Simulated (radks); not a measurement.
Initial-state core-level shifts of the neodymium ion Nd2+ when its valence configuration changes from [Xe] 4f4. Method: scalar-relativistic Kohn-Sham, PBE, spin-polarised, spherical densities, finite nucleus; open shells are filled with parallel spins first (spin-orbit coupling, left out, can overturn this in heavy ions); Fermi nuclear charge, rms radius 4.9123 fm; computed with a radial shooting solver on a logarithmic mesh with Libxc functionals. Shifts are changes of the shell-averaged eigenvalues in eV (positive: less bound); the change of the density at the nucleus, which sets a Mossbauer isomer shift, is in e/bohr^3, on a base of 4.724e+05.

[
 {"valence": "4f3.5 6p0.5", "2s": "-5.207", "3s": "-5.635", "4s": "-5.407", "5s": "-3.488", "density at nucleus": "+12.24"},
 {"valence": "4f3 6s1", "2s": "-9.815", "3s": "-10.745", "4s": "-10.192", "5s": "-6.023", "density at nucleus": "+60.43"},
 {"valence": "4f2 5d2", "2s": "-15.314", "3s": "-17.558", "4s": "-16.157", "5s": "-7.059", "density at nucleus": "+48.91"},
 {"valence": "4f2 6s2", "2s": "-21.459", "3s": "-23.553", "4s": "-22.054", "5s": "-12.554", "density at nucleus": "+136.46"},
 {"valence": "4f3.5 6s0.5", "2s": "-4.660", "3s": "-5.093", "4s": "-4.861", "5s": "-2.940", "density at nucleus": "+28.09"},
 {"valence": "4f3 6p1", "2s": "-10.901", "3s": "-11.827", "4s": "-11.276", "5s": "-7.096", "density at nucleus": "+26.51"},
 {"valence": "4f3 5d1", "2s": "-7.100", "3s": "-8.104", "4s": "-7.568", "5s": "-3.476", "density at nucleus": "+22.18"},
 {"valence": "4f2 5d1 6p1", "2s": "-19.351", "3s": "-21.534", "4s": "-20.088", "5s": "-10.789", "density at nucleus": "+53.78"},
 {"valence": "4f3 6s0.5 6p0.5", "2s": "-10.359", "3s": "-11.287", "4s": "-10.735", "5s": "-6.560", "density at nucleus": "+43.37"}
]
